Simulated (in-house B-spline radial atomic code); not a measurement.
RPA and G0W0 on PBE: Mo VII (Mo6+)

Configuration [Ar] 3d10 4s2 4p6, mean-field start PBE. Computed with an all-electron radial atomic-structure program (B-spline basis): all electrons, non-relativistic, point nucleus, each spin shell either full or empty, empty states to l = 9 with an (l + 1/2)⁻⁴ tail; G0W0 by contour deformation at full frequency.

Without relativity these are model numbers: it shifts the levels of so heavy an element strongly and can reorder them.

Command:
```bash
python run_gw.py task.json out
```
Settings (radii: box in bohr, nucleus in fm):
```
Z                        42
electrons                36
configuration            [Ar] 3d10 4s2 4p6
hamiltonian              nr
method                   pbe,pbe
lmax                     9
spin_polarised           False
box_radius               9.29
intervals                51
```

Run time, properties included: 1.7 s on 1 thread of Arm Neoverse V1 (shared host).

Energies (hartree):

| term | value |
| --- | --- |
| mean-field total | -3969.15618 |
| Hartree-Fock functional on these orbitals | -3967.82145 |
| direct second order | -3.0772 |
| second-order exchange | 0.87895 |
| SOSEX correction | 0.81968 |

**Question.** What is the RPA correlation energy, and what remains with SOSEX?

**Answer.** RPA gives -2.7341 hartree (-2.07 eV per electron); RPA + SOSEX gives -1.9144, and the second-order doubles -2.1983 hartree (no singles). SOSEX takes back 30 % of the RPA value.

Quasi-particle levels (eV):

```tsv
level	occupied	mean field	Σx - vxc	Σc	QP weight	G0W0
4p	yes	-116.58	-8.79	?	?	?
4d	no	-77.01	9.72	-2.51	0.967	-69.80
```

G0W0 = mean field + (Σx - vxc) + Σc, with Σc (partial-wave tail included) taken at the quasi-particle energy. Only the outer levels were computed. Levels of low weight are left out.

**Question.** Where does G0W0 put 4p?

**Answer.** At -126.03 eV, with Σc = -0.66 eV and a quasi-particle weight of 0.955. The tabulated removal energy is 125.638 ± 0.025 eV (NIST, semi-empirical); the calculation leaves out relativity, Breit and QED terms, and what these don't explain is the method's own error.
